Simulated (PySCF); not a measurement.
Geometry (Å), atoms numbered from 1 in this order:
```xyz
15

O     2.740   -1.161   -0.122
C     2.100   -0.154    0.045
O     2.671    1.032    0.291
C     0.614   -0.088    0.005
C    -0.087   -1.269   -0.258
C    -1.477   -1.250   -0.304
C    -2.174   -0.062   -0.086
C    -1.457    1.100    0.177
F    -2.122    2.234    0.387
C    -0.071    1.110    0.227
H     3.628    0.876    0.299
H     0.481   -2.186   -0.424
H    -2.031   -2.168   -0.511
H    -3.264   -0.019   -0.116
H     0.464    2.037    0.435
```

Computational details: shielding tensors at CAM-B3LYP/pcSseg-1 (GIAO), PBE0-D3(BJ)/def2-SVP geometry, couplings computed with B3LYP/pcJ-1 (spin–dipole term only in couplings to heteroatoms), in PySCF 2.14 (a single conformation, no solvent, relativity neglected).

Question: Predict the 2D correlation tables (HSQC, COSY, HMBC).

Answer: 

HSQC (one-bond C–H):
```csv
δH,δC,"¹J(C,H) (Hz)"
8.23 (H12),136.4 (C5),176
7.91 (H15),126.0 (C10),174
7.54 (H13),138.6 (C6),171
7.37 (H14),129.7 (C7),171
```

COSY cross peaks (|J| ≥ 2 Hz):
```csv
δH,δH,abs. J (Hz),bonds
8.23 (H12),7.54 (H13),8.8,3
7.91 (H15),7.37 (H14),2.5,4
7.54 (H13),7.37 (H14),9.2,3
```

HMBC (two and three bonds, |J| ≥ 2.5 Hz):
```csv
δH,δC [abs. J in Hz]
8.23 (H12),"172.0 (C2) [4.6], 129.7 (C7) [9.1], 126.0 (C10) [6.8]"
7.91 (H15),"174.3 (C8) [4.7], 172.0 (C2) [5.1], 136.4 (C5) [6.3], 129.7 (C7) [4.5]"
7.54 (H13),"174.3 (C8) [11.2], 138.4 (C4) [9.3]"
7.37 (H14),"174.3 (C8) [4.5], 136.4 (C5) [8.1], 126.0 (C10) [4.5]"
```

References, each an isolated molecule treated in the same way: TMS for ¹H and ¹³C.

Exchangeable OH/NH protons stand at their gas-phase positions; hydrogen bonding in a real sample shifts them, mostly to higher δ. Common functionals overestimate the size of one-bond C–F couplings by tens of Hz; these are unscaled. Unscaled 3J(H,H) at this level run about 10 % above measured values. Shifts are as computed, not scaled to solution data. Of 1211 compounds with measured shifts, 218 miss one by over three times the rms of a fit or turn the order of signals round; such compounds aren't used in these exercises. The C=O carbon of an acid or of an amide with N–H lies up to 10 ppm further downfield in solution, through hydrogen bonding that the calculation lacks.
